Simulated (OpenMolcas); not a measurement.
## Ionisation energies of tin

| Item | Value |
| --- | --- |
| Program | OpenMolcas 26.06 |
| Basis | ANO-RCC-VQZP [8s7p5d3f2g] |
| Scalar Hamiltonian | DKH2, point nucleus |
| Spin-orbit coupling | RASSI with atomic mean-field integrals over the reference wave functions, term energies averaged over their components |

Active shells in each charge state: the valence s, p shells, with orbitals averaged over the low states. Where CASPT2's correlated closed shells are named, they are those of the first ion.

A. CASSCF
B. SS-CASPT2, IPEA 0.25 Eh, imaginary shift 0.1 Eh (closed shells correlated: 4s 4p 4d)

Energies in eV between the lowest computed levels (charge -1 gives the electron affinity), named as in B; reference values from the NIST Atomic Spectra Database with their kind.

```
               From                  To       A       B  Spin-orbit share in B          Reference
Sn- 5s² 5p³ ⁴S°_3/2      Sn 5s² 5p² ³P₀   0.526   1.082                 -0.286                   
     Sn 5s² 5p² ³P₀  Sn+ 5s² 5p ²P°_1/2   6.590   7.298                 -0.007   7.344 (measured)
 Sn+ 5s² 5p ²P°_1/2        Sn2+ 5s² ¹S₀  13.583  14.591                 +0.315  14.633 (measured)
       Sn2+ 5s² ¹S₀      Sn3+ 5s ²S_1/2  29.375  30.404                 +0.000  30.506 (measured)
     Sn3+ 5s ²S_1/2       Sn4+ 4d¹⁰ ¹S₀  39.231  40.809                 +0.000  40.740 (measured)
```

Error against the reference values, in %:

```json
{"From": "Sn", "Reference": "measured", "A": "-10.3", "B": "-0.6"}
{"From": "Sn+", "Reference": "measured", "A": "-7.2", "B": "-0.3"}
{"From": "Sn2+", "Reference": "measured", "A": "-3.7", "B": "-0.3"}
{"From": "Sn3+", "Reference": "measured", "A": "-3.7", "B": "+0.2"}
```

Mean absolute error over the 4 measured values: A 1.11 eV, B 0.06 eV. B lies closest.

No diffuse functions were added, so the electron affinity comes out too small, and without dynamic correlation a bound anion can come out unbound.

° marks odd parity.
